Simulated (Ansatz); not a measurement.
Born–Oppenheimer molecular dynamics of CH7NOSi (11 atoms, charge 0, multiplicity 1). It starts from a relaxed structure.

These are results of RKS BHLYP/def2-SVP in Ansatz, not measurements.

* ensemble: NVT, Langevin thermostat
* time step: 1 fs
* steps asked: 166
* set temperature: 300 K
* friction: 0.001 /fs
* seed: 723038

Frames 2 fs apart, positions in Å, forces in eV/Å.

Velocities at 80 fs (Å/ps):

```
Si 2.25 1.92 -0.09
O -1.02 -1.26 0.52
C 4.06 3.58 5.94
H 7.83 1.78 6.92
H 21.33 0.97 -10.08
H -0.71 4.13 14.05
H -15.37 -26.45 0.89
N -4.65 -4.24 -4.88
H 7.05 -1.51 10.10
H -11.01 5.84 -11.12
H 1.16 -2.77 14.36
```

```xyz
11
Properties=species:S:1:pos:R:3:forces:R:3 time_fs=80 energy_less_start_eV=0.202 T=162
Si -0.122 -0.099 0.027 -1.43 0.43 -0.69
O 0.131 0.087 1.629 0.72 0.25 -0.21
C -0.708 -0.143 2.689 -1.34 1.68 -0.83
H -1.420 -0.929 2.445 -0.30 -0.29 0.32
H -0.112 -0.390 3.518 0.62 -0.59 1.47
H -1.270 0.806 2.930 0.27 -0.96 -0.03
H 1.210 -0.027 -0.515 0.53 -0.12 -0.47
N -1.036 1.136 -0.819 0.01 -0.59 0.66
H -1.985 1.439 -0.606 0.44 -0.44 -0.03
H -0.491 1.939 -1.051 0.26 0.53 -0.21
H -0.876 -1.375 -0.157 0.22 0.10 0.02
11
Properties=species:S:1:pos:R:3:forces:R:3 time_fs=82 energy_less_start_eV=0.172 T=179
Si -0.119 -0.095 0.027 -1.89 0.18 -0.50
O 0.129 0.084 1.629 0.67 0.52 -0.23
C -0.702 -0.133 2.699 -0.48 0.72 -0.14
H -1.408 -0.933 2.465 -0.22 -0.18 0.35
H -0.061 -0.399 3.525 -0.10 -0.27 0.71
H -1.266 0.795 2.956 0.21 -0.59 -0.01
H 1.193 -0.082 -0.522 0.90 -0.01 -0.60
N -1.045 1.128 -0.828 1.39 -0.04 0.26
H -1.968 1.427 -0.587 -0.46 -0.20 0.18
H -0.509 1.955 -1.078 -0.17 -0.28 0.01
H -0.870 -1.379 -0.128 0.16 0.14 -0.04
11
Properties=species:S:1:pos:R:3:forces:R:3 time_fs=84 energy_less_start_eV=0.163 T=189
Si -0.119 -0.091 0.026 -1.30 0.01 -0.68
O 0.130 0.083 1.629 0.52 0.74 -0.06
C -0.696 -0.121 2.709 0.93 -1.22 0.73
H -1.404 -0.940 2.498 0.01 0.08 0.30
H -0.016 -0.420 3.558 -1.05 0.27 -0.51
H -1.255 0.763 2.981 -0.24 0.47 0.18
H 1.208 -0.137 -0.552 0.38 0.10 -0.33
N -1.052 1.119 -0.836 1.63 0.25 0.15
H -1.966 1.406 -0.561 -0.56 -0.13 0.20
H -0.532 1.962 -1.105 -0.33 -0.61 0.13
H -0.855 -1.377 -0.100 0.01 0.05 -0.12
11
Properties=species:S:1:pos:R:3:forces:R:3 time_fs=86 energy_less_start_eV=0.173 T=179
Si -0.120 -0.087 0.024 -0.36 -0.18 -0.97
O 0.131 0.084 1.628 0.34 0.85 0.22
C -0.687 -0.113 2.721 1.09 -2.05 0.76
H -1.399 -0.945 2.543 0.18 0.26 0.12
H -0.009 -0.433 3.574 -1.02 0.48 -0.71
H -1.255 0.746 3.009 -0.33 0.92 0.19
H 1.237 -0.188 -0.593 -0.41 0.25 0.09
N -1.054 1.112 -0.844 0.28 -0.15 0.69
H -1.984 1.378 -0.526 0.36 -0.31 -0.15
H -0.568 1.948 -1.128 0.05 0.02 -0.05
H -0.839 -1.373 -0.074 -0.16 -0.08 -0.18
11
Properties=species:S:1:pos:R:3:forces:R:3 time_fs=88 energy_less_start_eV=0.173 T=169
Si -0.121 -0.083 0.022 0.22 -0.39 -1.09
O 0.134 0.087 1.627 0.18 0.82 0.51
C -0.675 -0.110 2.736 -0.16 -0.93 0.09
H -1.391 -0.941 2.593 0.10 0.18 -0.16
H -0.038 -0.426 3.565 -0.02 0.23 0.17
H -1.267 0.759 3.040 0.22 0.23 -0.15
H 1.250 -0.228 -0.627 -0.81 0.37 0.35
N -1.055 1.106 -0.851 -0.45 -0.68 1.08
H -1.990 1.339 -0.494 0.69 -0.25 -0.37
H -0.601 1.938 -1.152 0.32 0.57 -0.22
H -0.828 -1.370 -0.057 -0.28 -0.16 -0.22
11
Properties=species:S:1:pos:R:3:forces:R:3 time_fs=90 energy_less_start_eV=0.224 T=130
Si -0.123 -0.079 0.018 0.37 -0.66 -0.93
O 0.136 0.092 1.626 0.01 0.69 0.78
C -0.664 -0.110 2.750 -1.34 0.51 -0.92
H -1.379 -0.934 2.638 -0.12 -0.04 -0.42
H -0.067 -0.411 3.562 1.13 -0.15 1.27
H -1.270 0.781 3.064 0.65 -0.44 -0.43
H 1.237 -0.251 -0.646 -0.75 0.42 0.39
N -1.057 1.098 -0.855 0.42 -0.29 0.62
H -1.973 1.290 -0.476 -0.06 0.08 -0.20
H -0.625 1.947 -1.184 -0.02 -0.02 0.05
H -0.826 -1.372 -0.047 -0.30 -0.10 -0.22
11
Properties=species:S:1:pos:R:3:forces:R:3 time_fs=92 energy_less_start_eV=0.199 T=150
Si -0.124 -0.075 0.012 -0.03 -0.92 -0.44
O 0.138 0.099 1.626 -0.12 0.53 0.86
C -0.657 -0.109 2.762 -0.69 0.48 -0.44
H -1.373 -0.930 2.667 -0.15 -0.12 -0.49
H -0.058 -0.401 3.601 0.76 0.05 0.51
H -1.251 0.786 3.070 0.52 -0.37 -0.40
H 1.196 -0.254 -0.650 -0.18 0.36 0.18
N -1.058 1.089 -0.856 1.14 0.20 0.09
H -1.960 1.243 -0.466 -0.74 0.32 -0.01
H -0.649 1.956 -1.215 -0.29 -0.60 0.33
H -0.837 -1.377 -0.045 -0.23 0.07 -0.19
11
Properties=species:S:1:pos:R:3:forces:R:3 time_fs=94 energy_less_start_eV=0.196 T=150
Si -0.125 -0.073 0.006 -0.77 -1.12 0.31
O 0.139 0.106 1.629 -0.18 0.34 0.70
C -0.652 -0.106 2.772 0.78 -0.50 0.40
H -1.372 -0.929 2.680 0.02 -0.02 -0.40
H -0.020 -0.387 3.659 -0.25 0.36 -0.92
H -1.214 0.780 3.059 -0.08 0.33 -0.08
H 1.147 -0.241 -0.649 0.69 0.22 -0.19
N -1.056 1.081 -0.858 0.15 0.05 0.41
H -1.974 1.207 -0.460 -0.17 0.29 -0.31
H -0.681 1.943 -1.235 -0.10 -0.23 0.22
H -0.856 -1.381 -0.051 -0.08 0.28 -0.14
11
Properties=species:S:1:pos:R:3:forces:R:3 time_fs=96 energy_less_start_eV=0.246 T=113
Si -0.127 -0.072 0.000 -1.05 -1.21 0.92
O 0.140 0.114 1.634 -0.12 0.14 0.29
C -0.646 -0.105 2.783 1.33 -0.77 0.35
H -1.370 -0.929 2.678 0.16 0.11 -0.20
H 0.011 -0.361 3.683 -0.65 0.31 -1.32
H -1.179 0.790 3.042 -0.48 0.64 0.19
H 1.127 -0.220 -0.656 1.07 0.11 -0.34
N -1.054 1.074 -0.858 -1.14 -0.50 0.96
H -1.995 1.181 -0.467 0.53 0.18 -0.60
H -0.715 1.922 -1.246 0.30 0.62 -0.17
H -0.880 -1.377 -0.063 0.06 0.38 -0.08
11
Properties=species:S:1:pos:R:3:forces:R:3 time_fs=98 energy_less_start_eV=0.177 T=163
Si -0.131 -0.073 -0.004 -0.40 -1.14 1.15
O 0.140 0.122 1.641 0.04 -0.04 -0.29
C -0.635 -0.107 2.795 0.51 0.37 -0.54
H -1.360 -0.925 2.669 0.12 0.08 0.01
H 0.019 -0.325 3.660 -0.17 -0.07 -0.47
H -1.163 0.820 3.029 -0.32 -0.03 0.20
H 1.145 -0.195 -0.675 0.58 0.09 -0.06
N -1.054 1.065 -0.856 -0.86 0.03 0.47
H -1.997 1.166 -0.498 0.08 0.13 -0.36
H -0.738 1.920 -1.262 0.31 0.34 -0.07
H -0.903 -1.360 -0.079 0.11 0.25 -0.03
11
Properties=species:S:1:pos:R:3:forces:R:3 time_fs=100 energy_less_start_eV=0.224 T=130
Si -0.135 -0.076 -0.007 0.59 -0.87 1.18
O 0.140 0.129 1.647 0.20 -0.15 -0.87
C -0.623 -0.107 2.805 -0.80 1.67 -1.91
H -1.342 -0.918 2.659 -0.04 -0.09 0.18
H 0.022 -0.292 3.622 0.81 -0.50 0.99
H -1.159 0.847 3.024 -0.05 -0.75 0.18
H 1.185 -0.165 -0.695 -0.22 0.06 0.35
N -1.057 1.057 -0.853 0.11 1.21 -0.51
H -1.998 1.155 -0.546 -0.75 0.09 0.01
H -0.749 1.931 -1.280 0.08 -0.64 0.39
H -0.920 -1.335 -0.098 0.08 -0.04 0.02
11
Properties=species:S:1:pos:R:3:forces:R:3 time_fs=102 energy_less_start_eV=0.240 T=122
Si -0.138 -0.079 -0.008 1.17 -0.49 1.22
O 0.142 0.135 1.653 0.29 -0.17 -1.31
C -0.614 -0.102 2.810 -0.57 1.65 -1.72
H -1.323 -0.915 2.652 -0.12 -0.20 0.30
H 0.054 -0.279 3.619 0.54 -0.49 0.86
H -1.155 0.847 3.026 -0.07 -0.71 0.23
H 1.216 -0.133 -0.701 -0.71 0.00 0.57
N -1.060 1.051 -0.849 -0.44 1.40 -0.52
H -2.026 1.148 -0.594 -0.26 -0.07 -0.06
H -0.753 1.920 -1.284 0.15 -0.56 0.36
H -0.932 -1.312 -0.118 0.02 -0.35 0.07
```

Of the whole run (166 fs, mean temperature of the second half 153 K): The mean temperature of the second half is 49 % below the set value. A run of 0.17 ps of so small a system gives no equilibrium averages.

Run time: 10 min on 2 threads of Intel(R) Xeon(R) Platinum 8259CL CPU @ 2.50GHz (Skylake/Cascade Lake), on a shared host, peak memory 0.21 GiB.
